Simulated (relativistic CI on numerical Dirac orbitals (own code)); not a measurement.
Sensitivity of the levels of Tl XLII to α and to the nuclear radius

Method of calculation: Dirac-Coulomb-Breit CI, separate exchange-only KLI orbitals for each configuration, derivatives by finite differences, unscaled Slater integrals, QED left out (own radial code, finite nucleus).

Configuration list (outside the closed core [Ar] 3d10 4s2): 4p6.4d4, 4p6.4d3.4f, 4p5.4d5, 4p6.4d2.4f2, 4p6.4d2.5s2. Levels of other configurations are missing.

With x = (α/α₀)² − 1 an excitation energy changes as ω = ω₀ + qx; K = 2q/ω₀ is the relative enhancement. Terms are leading LS components, so labels can repeat. The field-shift factor is F = δν/δ⟨r²⟩ for the transition from the lowest level.

Lowest level 4p6.4d4 3P_0.

| Level | ω₀ (cm⁻¹) | q (cm⁻¹) | F (GHz/fm²) |
| --- | --- | --- | --- |
| 4p6.4d4 5D_1 | 203389 | 241900 | 9.29 |
| 4p6.4d4 3F_4 | 253799 | 240300 | 9.75 |
| 4p6.4d4 5D_2 | 259461 | 254200 | 10.2 |
| 4p6.4d4 3F_3 | 273009 | 249700 | 10.2 |
| 4p6.4d4 5D_0 | 440541 | 481100 | 18.9 |
| 4p6.4d4 5D_2 | 444201 | 469900 | 18.6 |
| 4p6.4d4 3H_4 | 455196 | 483100 | 19.1 |
| 4p6.4d4 5D_3 | 460295 | 482200 | 19.1 |
| 4p6.4d4 3H_5 | 479666 | 478900 | 19.2 |
| 4p6.4d4 3P_1 | 491925 | 487100 | 19.6 |
| 4p6.4d4 1I_6 | 493984 | 479000 | 19.3 |
| 4p6.4d4 3F_3 | 507361 | 476500 | 19.4 |
| 4p6.4d4 3G_4 | 511347 | 482600 | 19.6 |

At this charge energies of transitions that change n are usually good to better than 1 %, and those within a shell (Δn = 0) to a few per cent.

Question: Which transition from the lowest level has the largest |K|?

Answer: 4p6.4d4 5D_1 at 203389 cm⁻¹, K = 2.38.
